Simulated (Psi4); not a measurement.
Pair of molecules, SMILES O with SMILES C=O, pulled apart as rigid monomers along the line of their centres of mass from the B3LYP-D3(BJ)/def2-TZVP minimum (SMILES order as in the coordinates).
Starting geometry (charge 0, multiplicity 1):
```xyz
7

O      0.27470    -0.11455     0.53960
H     -0.46270    -0.44100     1.07826
H     -0.04262    -0.11150    -0.36776
C     -0.34638    -0.33623     3.58627
O     -1.22531    -0.76033     2.88087
H      0.57382     0.10125     3.16370
H     -0.42889    -0.36940     4.68735
```

Calculation: SAPT0/jun-cc-pV(D+d)Z (Psi4 1.11).

```
H2···O5 (Å)  electrostatics (kJ/mol)  exchange (kJ/mol)  induction (kJ/mol)  dispersion (kJ/mol)  total
-----------  -----------------------  -----------------  ------------------  -------------------  -----
1.79                           -53.2               61.0                 ___                -11.6  -20.9
1.98                           -36.4               29.4                -9.0                 -7.4  -23.5
2.28                             ___                9.6                -3.6                 -3.9  -20.7
```

Q: Complete the blanks.

A: 
- 2.28, electrostatics (kJ/mol): -22.7
- 1.79, induction (kJ/mol): -17.1
